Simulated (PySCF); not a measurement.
Species: C4H10FNSi.
SMILES: `N[Si@@H](F)C1CCC1`

Torsions of this conformer, `[NH2:1][Si@@H:2]([F:3])[CH:4]1[CH2:5][CH2:6][CH2:7]1`: N1–Si2–C4–C5 -91°, H–N1–Si2–F3 42°, H–N1–Si2–F3 -178°.

The closed-shell ground state was solved at several levels (PySCF, density fitting, gas phase, non-relativistic). One conformer (not necessarily the lowest) at the GFN2-xTB geometry, without solvent, vibrations or thermal averaging. GFN2-xTB frequencies show an imaginary mode (30i cm⁻¹), so this geometry is no minimum at that level.

| level | basis functions | HOMO (eV) | LUMO (eV) | gap (eV) | dipole (D) |
| --- | --- | --- | --- | --- | --- |
| wB97X-D/def2-SVPD | 227 | -9.40 | 2.00 | 11.40 | 2.27 |
| PBE0/pcSseg-1 | 176 | -7.47 | 0.75 | 8.22 | 2.28 |

(1) Estimate the row for PBE0/def2-SVPD, a basis of 227 functions; the other rows only guide the guess.

(2) Over all these levels, which gives the widest orbital gap and which the narrowest?

(3) How far do the dipole and the HOMO energy spread over the levels?

Results:

(1) HOMO -7.51 eV, LUMO 0.30 eV, gap 7.81 eV, dipole 2.25 D.

(2) wB97X-D/def2-SVPD (range-separated hybrid) has the widest, 11.40 eV, and PBE0/def2-SVPD (global hybrid, 25 % exact exchange) the narrowest, 7.81 eV. The two share the basis. From the narrowest to the widest the HOMO moves by -1.89 eV and the LUMO by +1.70 eV.

(3) The dipole runs from 2.25 to 2.28 D (mean 2.27 D) and the HOMO from -9.40 to -7.47 eV.
